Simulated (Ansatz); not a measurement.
Isolated molecules relaxed with PBE0-D4/def2-TZVP in Ansatz; ΔE leaves out vibrations. CBS: MP2 limit from def2 TZ/QZ plus the TZ coupled-cluster correction, frozen cores. Double bonds are as drawn, so ΔE can hold a change between cis and trans. DFT in def2-TZVPP. B3LYP here is the variant with VWN-RPA as its local correlation; programs differ in this. Each species was taken in one conformer, which may not be the lowest.

Reaction (redistribution): `N[Si](N)([SiH3])[SiH3]` + `O/C=C/[SiH2]O` → `O/C=C/[SiH2][SiH3]` + `N[Si](N)(O)[SiH3]`

Task: Is it downhill or uphill in electronic energy at CCSD(T)/CBS, and by how much? (Best estimate.)

Result: Ansatz gave: Downhill: ΔE = -26.5 kJ/mol.

Task: What do these levels give: PBE-D4, ωB97X-V, ωB97M-V, B2PLYP, PBE, r2SCAN, PBE0, B3LYP, SCS-MP2/def2-TZVPP, CCSD(T)/def2-TZVPP, HF/def2-QZVPP, CCSD/CBS(def2)? (Estimate.)

Result: Ansatz gave: PBE-D4 -24.2, ωB97X-V -26.6, ωB97M-V -26.5, B2PLYP -26.7, PBE -26.0, r2SCAN -26.2, PBE0 -27.0, B3LYP -27.3, SCS-MP2/def2-TZVPP -25.8, CCSD(T)/def2-TZVPP -27.3, HF/def2-QZVPP -27.7, CCSD/CBS(def2) -27.0 kJ/mol.

Largest T1 diagnostic among the species: 0.013.
